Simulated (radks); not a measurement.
The numbers below are computed, except where a source is named.
The nuclear charge of neutral aluminium is varied continuously with 13 electrons held in [Ne] 3s2 3p1. Code: a radial shooting solver on a logarithmic mesh with Libxc functionals. Model: scalar-relativistic Kohn-Sham, PBE, spin-polarised, spherical densities, point nucleus; open shells are filled with parallel spins first. By the Hellmann-Feynman theorem dE/dZ = E(electron-nucleus)/Z, the electronic potential at the nucleus. The scalar-relativistic energy here is not variational (the density holds large components alone), so the two differ by a part that grows with Z.

[
 {"Z": "12.8", "E (hartree)": "-233.84982", "E(electron-nucleus)/Z (hartree)": "-43.7578", "HOMO": "3p", "e(HOMO) (eV)": "-1.687", "<r> HOMO (bohr)": "3.758"},
 {"Z": "12.9", "E (hartree)": "-238.24855", "E(electron-nucleus)/Z (hartree)": "-44.2027", "HOMO": "3p", "e(HOMO) (eV)": "-2.325", "<r> HOMO (bohr)": "3.566"},
 {"Z": "13", "E (hartree)": "-242.69177", "E(electron-nucleus)/Z (hartree)": "-44.6471", "HOMO": "3p", "e(HOMO) (eV)": "-3.010", "<r> HOMO (bohr)": "3.402"},
 {"Z": "13.1", "E (hartree)": "-247.17942", "E(electron-nucleus)/Z (hartree)": "-45.0910", "HOMO": "3p", "e(HOMO) (eV)": "-3.740", "<r> HOMO (bohr)": "3.258"},
 {"Z": "13.2", "E (hartree)": "-251.71147", "E(electron-nucleus)/Z (hartree)": "-45.5345", "HOMO": "3p", "e(HOMO) (eV)": "-4.512", "<r> HOMO (bohr)": "3.130"},
 {"Z": "13.3", "E (hartree)": "-256.28787", "E(electron-nucleus)/Z (hartree)": "-45.9776", "HOMO": "3p", "e(HOMO) (eV)": "-5.327", "<r> HOMO (bohr)": "3.016"},
 {"Z": "13.4", "E (hartree)": "-260.90859", "E(electron-nucleus)/Z (hartree)": "-46.4205", "HOMO": "3p", "e(HOMO) (eV)": "-6.181", "<r> HOMO (bohr)": "2.912"},
 {"Z": "13.5", "E (hartree)": "-265.57361", "E(electron-nucleus)/Z (hartree)": "-46.8631", "HOMO": "3p", "e(HOMO) (eV)": "-7.075", "<r> HOMO (bohr)": "2.818"},
 {"Z": "13.6", "E (hartree)": "-270.28290", "E(electron-nucleus)/Z (hartree)": "-47.3055", "HOMO": "3p", "e(HOMO) (eV)": "-8.008", "<r> HOMO (bohr)": "2.731"},
 {"Z": "13.7", "E (hartree)": "-275.03645", "E(electron-nucleus)/Z (hartree)": "-47.7476", "HOMO": "3p", "e(HOMO) (eV)": "-8.979", "<r> HOMO (bohr)": "2.651"},
 {"Z": "13.8", "E (hartree)": "-279.83423", "E(electron-nucleus)/Z (hartree)": "-48.1896", "HOMO": "3p", "e(HOMO) (eV)": "-9.988", "<r> HOMO (bohr)": "2.577"},
 {"Z": "13.9", "E (hartree)": "-284.67622", "E(electron-nucleus)/Z (hartree)": "-48.6315", "HOMO": "3p", "e(HOMO) (eV)": "-11.033", "<r> HOMO (bohr)": "2.507"},
 {"Z": "14", "E (hartree)": "-289.56242", "E(electron-nucleus)/Z (hartree)": "-49.0732", "HOMO": "3p", "e(HOMO) (eV)": "-12.115", "<r> HOMO (bohr)": "2.443"}
]

The central difference of E at Z = 13 is -44.654 hartree, to compare with the third column; the second derivative is -4.44 hartree.
